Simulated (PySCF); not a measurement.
C₂H₈OSn, SMILES CC[O][SnH3].

The structure is a stationary point at PBE-D3(BJ)/def2-SVP. The structure was generated by enumeration; whether it is a known compound was not checked. The def2 effective core potentials stand for the cores of Sn; spin–orbit coupling is left out. The values are those of a single conformer.

Two levels are set side by side: TDA-PBE/def2-SVPD (PySCF) and TDA-LC-ωPBE/def2-SVPD (PySCF). Vertical, same geometry. The lowest singlet is HOMO→LUMO 97 % with PBE and HOMO→LUMO 50 %, HOMO→LUMO+1 28 %, HOMO→LUMO+5 12 % with the other functional; states are paired by order. Differences are taken from unrounded values.

```
quantity                               TDA-PBE
-------------------------------------  -------
lowest singlet excitation (eV)            4.72
lowest triplet excitation (TDA) (eV)      4.36
first bright state (f over 0.05) (eV)     6.42
its oscillator strength                   0.13
```

Problem. These are the TDA-PBE values. What does TDA-LC-ωPBE give? (Estimate from the structure and the level; the computed values follow.)

Solution. 
```tsv
quantity	TDA-LC-ωPBE	TDA-PBE minus TDA-LC-ωPBE
lowest singlet excitation (eV)	6.18	-1.46
lowest triplet excitation (TDA) (eV)	5.64	-1.28
first bright state (f over 0.05) (eV)	7.27	-0.85
its oscillator strength	0.13	0.00
```

A lower first singlet is the usual sign of a functional without exact exchange. Differences between two approximate levels are no errors against the true value.

Rough cost on one machine, each run with all the roots and properties that it gave: TDA-LC-ωPBE against TDA-PBE about 3 times.
